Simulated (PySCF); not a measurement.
C₆ coefficients of unlike pairs at PBEsol

Calculated with PySCF 2.14 from the dipole response of each species, C₆(A,B) = (3/π) ∫ α_A(iu) α_B(iu) du, in atomic units, from isotropic polarisabilities. For ions this is the dispersion term alone; charge-induced terms of lower order in 1/R come first.

```tsv
species	configuration	basis	relativity	α (bohr³)	C₆ (like pair)
As⁺	[Ar] 3d10 4s2 4p2 (3P)	aug-cc-pVTZ-PP with one added diffuse shell each of s, d, f type with ECP10MDF (7s5p5d3f)	core potential	16.97	102.1
Cu²⁺	[Ar] 3d9 (2D)	x2c-TZVPPall with one added diffuse shell each of s, p, d, f type (7s6p5d3f1g)	spin-free X2C	3.301	9.139
Ne⁺	[He] 2s2 2p5 (2P)	aug-cc-pV5Z (7s6p5d4f3g2h)	none	1.405	2.477
Cl³⁺	[Ne] 3s2 3p2 (3P)	aug-cc-pV(Q+d)Z (7s6p5d3f2g)	none	4.365	11.82
```

Task: Estimate C₆ for Ne⁺ with Cu²⁺.

Result: The integral gives 4.719. The combination rule 2 C_A C_B / (C_A α_B/α_A + C_B α_A/α_B) gives 4.663 and the geometric mean 4.758.

No spin-orbit coupling is included.

The other pairs:

| pair | C₆ |
| --- | --- |
| Cu²⁺, As⁺ | 27.45 |
| Cl³⁺, Cu²⁺ | 10.12 |
| Ne⁺, As⁺ | 13.35 |
| Cl³⁺, Ne⁺ | 5.104 |
| Cl³⁺, As⁺ | 33.55 |
